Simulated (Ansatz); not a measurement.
Species: sum formula SnOF, charge 0, multiplicity 2. It need not be the lowest isomer of its formula. 
Structure (B3LYP-D3(BJ)/def2-TZVP (Ansatz, a first-principles code) minimum search):
```
Sn
F 1 1.9516
O 1 2.0063 2 96.20
```
Charge 0, spin multiplicity 2.

Computed values are from Ansatz. Correlated levels leave the core frozen unless marked. UHF or UKS for open shells. No spin-orbit coupling. The frozen core is the preceding noble-gas configuration, with the filled d and f shells of earlier blocks. In def2 rows, elements after Kr have scalar-relativistic effective core potentials. CBS marks a two-point X^-3 extrapolation of the correlation energy; Hartree-Fock from the larger set. The bracket is a focal-point correction in the basis named.

Question: What is the atomisation energy De at RI-MP2/CBS(def2-TZVPPD,def2-QZVPPD)+[CCSD(T)-MP2]/def2-TZVPPD?

Answer: 837.3 kJ/mol.

Question: What is the dipole moment at CCSD(T)/def2-SVPD?

Answer: 3.49 D.

Question: What is the vertical ionisation energy (to the triplet) at RI-MP2/CBS(def2-TZVPPD,def2-QZVPPD)+[CCSD(T)-MP2]/def2-TZVPPD?

Answer: 10.60 eV.

Question: What is the T1 diagnostic at CCSD/def2-TZVPPD?

Answer: 0.025.

Question: What is the total energy at RI-MP2/CBS(def2-TZVPPD,def2-QZVPPD)+[CCSD(T)-MP2]/def2-TZVPPD?

Answer: -388.3967 Eh.
